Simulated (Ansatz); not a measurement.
Born–Oppenheimer molecular dynamics of BCl2HO (5 atoms, charge 0, multiplicity 1). It starts from a relaxed structure.

All numbers below come from Ansatz 0.2.0, RKS PBE0/def2-SVP.

| Property | Result |
| --- | --- |
| ensemble | NVT, Nosé–Hoover chain |
| time step | 0.5 fs |
| steps asked | 100 |
| set temperature | 300 K |
| thermostat | time constant 100 fs, chain length 3 (defaults) |
| seed | 743391 |

First frame:

```xyz
5
Properties=species:S:1:pos:R:3
B -0.013 -0.037 -0.001
O 0.003 -0.113 1.335
H -0.878 -0.157 1.725
Cl 1.510 0.048 -0.860
Cl -1.532 -0.022 -0.901
```

**Question.** How far do the bonds stretch over the last three quarters of this one trajectory? (Pairs bonded in most of those frames.)

**Answer.** 
```csv
bond,mean (Å),spread (Å),shortest,longest
B1–O2,1.344,0.016,1.32,1.37
B1–Cl4,1.746,0.026,1.70,1.78
B1–Cl5,1.774,0.017,1.74,1.81
O2–H3,0.964,0.010,0.95,0.98
```

Mean temperature of the second half: 167 K. The conserved energy stayed within 0.069 meV per atom of its start (net change 0.054 meV per atom), so the integration is sound. The mean temperature of the second half is 44 % below the set value. A run of 0.05 ps of so small a system gives no equilibrium averages.

Time of the run: 2.6 min on 1 thread of Arm Neoverse V2, with other jobs on the host, peak memory 0.12 GiB.
